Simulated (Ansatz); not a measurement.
A run for Ansatz (an electronic-structure program): R-HF/def2-TZVPP on stibine (SMILES [SbH3]), atoms moved off the minimum. Elements past Kr take the def2 small-core potentials; no spin–orbit coupling.

Ansatz 0.2 input:
```yaml
crystal:
  periodic: [false, false, false]
  atoms:
    - {symbol: Sb, position_ang: [-0.07332136, 0.01069351, 0.04177788]}
    - {symbol: H, position_ang: [-0.95489366, -1.09119762, -0.88470768]}
    - {symbol: H, position_ang: [-0.58360670, 1.32119148, -0.77541731]}
    - {symbol: H, position_ang: [1.55619115, -0.25396370, -0.81897008]}
basis:
  gaussian:
    orbitals: def2-TZVPP
hamiltonian:
  xc: {name: HF}
scf: {lower_state_search: off}
output: {forces: true}
```

Program output:

```
WARN ansatz: RAYON_NUM_THREADS=1 ignored (pool sized by the plan → 1); use --threads N
Functional definition: HF
these checks for a lower state are left out or cut short: stability, starts, cluster_reference, orbital_swaps, neighbouring_geometries, increment
integrals: 0.02 GiB planned
702 factors; their error is unknown
mean field: 0.13 GiB planned
mean field evaluation 1: about -6556.0006 eV, gradient 8.5e0 eV
mean field evaluation 2: about -6556.4208 eV, gradient 2.8e0 eV
mean field evaluation 4: about -6556.4754 eV, gradient 1.7e-1 eV
mean field evaluation 8: about -6557.1811 eV, gradient 3.6e-1 eV
mean field evaluation 16: about -6556.7130 eV, gradient 8.7e0 eV
mean field -6557.18109170 eV, -240.9719605029 hartree, gradient 9.1e-7 eV, S^2 0.000000; 0 other end points of the search recorded, 0 dependent functions left out
the calculation of the forces begins
reference -6557.18109170 eV, -240.9719605029 hartree; 13, 13 occupied and 79, 79 virtual orbitals, 702 factors
Total energy: -6557.18109170 eV, -240.9719605029 hartree
Atom 0 at    -0.073321     0.010694     0.041778 Å, force     1.936476    -1.273491     0.305411 eV/Å
Atom 1 at    -0.954894    -1.091198    -0.884708 Å, force     0.037005    -0.051498    -0.168675 eV/Å
Atom 2 at    -0.583607     1.321191    -0.775417 Å, force    -0.209926     0.959731    -0.808187 eV/Å
Atom 3 at     1.556191    -0.253964    -0.818970 Å, force    -1.763555     0.365258     0.671451 eV/Å
Dipole moment:    -0.073479     0.039345     0.027780 e Å
Checks for a lower state left out: stability, starts, cluster_reference, orbital_swaps, neighbouring_geometries, increment
```

The calculation finished and met its thresholds.

Cost: around 1.0 core-seconds (rough).
